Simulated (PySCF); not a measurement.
Cd(Cl)(Me) (CH₃CdCl), SMILES [Cd]([CH3])[Cl].

Geometry optimised at B3LYP-D3(BJ)/def2-TZVP. The def2 effective core potentials stand for the cores of Cd; spin–orbit coupling is left out.

Computed with TDDFT-ωB97X/def2-SVPD run with PySCF.

Vertical excitations; the highest root listed may be one member of a degenerate set.  State labels are in the subgroup Cs.

```json
[
 {"state": "S1", "symmetry": "A'", "energy (eV)": "6.59", "λ (nm)": "188", "f": "0.024", "main pairs": "HOMO−1→LUMO (degenerate set)"},
 {"state": "S2", "symmetry": "A\"", "energy (eV)": "6.59", "λ (nm)": "188", "f": "0.024", "main pairs": "HOMO−2→LUMO (degenerate set)"},
 {"state": "S3", "symmetry": "A'", "energy (eV)": "6.96", "λ (nm)": "178", "f": "0.432", "main pairs": "HOMO→LUMO 82 %"},
 {"state": "S4", "symmetry": "A'", "energy (eV)": "6.99", "λ (nm)": "177", "f": "0.071", "main pairs": "HOMO→LUMO+1 (degenerate set)"},
 {"state": "S5", "symmetry": "A\"", "energy (eV)": "6.99", "λ (nm)": "177", "f": "0.071", "main pairs": "HOMO→LUMO+2 (degenerate set)"},
 {"state": "S6", "symmetry": "A\"", "energy (eV)": "7.34", "λ (nm)": "169", "f": "0.000", "main pairs": "HOMO−2→LUMO+1 48 %, HOMO−1→LUMO+2 48 %"},
 {"state": "S7", "symmetry": "A\"", "energy (eV)": "7.35", "λ (nm)": "169", "f": "0.000", "main pairs": "HOMO−1→LUMO+2, HOMO−2→LUMO+1 (degenerate set)"},
 {"state": "S8", "symmetry": "A'", "energy (eV)": "7.35", "λ (nm)": "169", "f": "0.000", "main pairs": "HOMO−1→LUMO+1, HOMO−2→LUMO+2 (degenerate set)"},
 {"state": "S9", "symmetry": "A'", "energy (eV)": "7.67", "λ (nm)": "162", "f": "0.125", "main pairs": "HOMO−3→LUMO 32 %, HOMO−2→LUMO+2 27 %, HOMO−1→LUMO+1 27 %, HOMO→LUMO 5 %"},
 {"state": "S10", "symmetry": "A'", "energy (eV)": "8.66", "λ (nm)": "143", "f": "0.643", "main pairs": "HOMO−3→LUMO 57 %, HOMO−2→LUMO+2 14 %, HOMO−1→LUMO+1 14 %"},
 {"state": "T1", "symmetry": "A'", "energy (eV)": "5.58", "λ (nm)": "222", "f": "0", "main pairs": "HOMO→LUMO 92 %"},
 {"state": "T2", "symmetry": "A'", "energy (eV)": "6.30", "λ (nm)": "197", "f": "0", "main pairs": "HOMO−1→LUMO (degenerate set)"},
 {"state": "T3", "symmetry": "A\"", "energy (eV)": "6.30", "λ (nm)": "197", "f": "0", "main pairs": "HOMO−2→LUMO (degenerate set)"},
 {"state": "T4", "symmetry": "A'", "energy (eV)": "6.70", "λ (nm)": "185", "f": "0", "main pairs": "HOMO→LUMO+1 95 %"}
]
```
Triplets are in the Tamm–Dancoff approximation, which puts them higher than full response would, so one can lie above its singlet here.
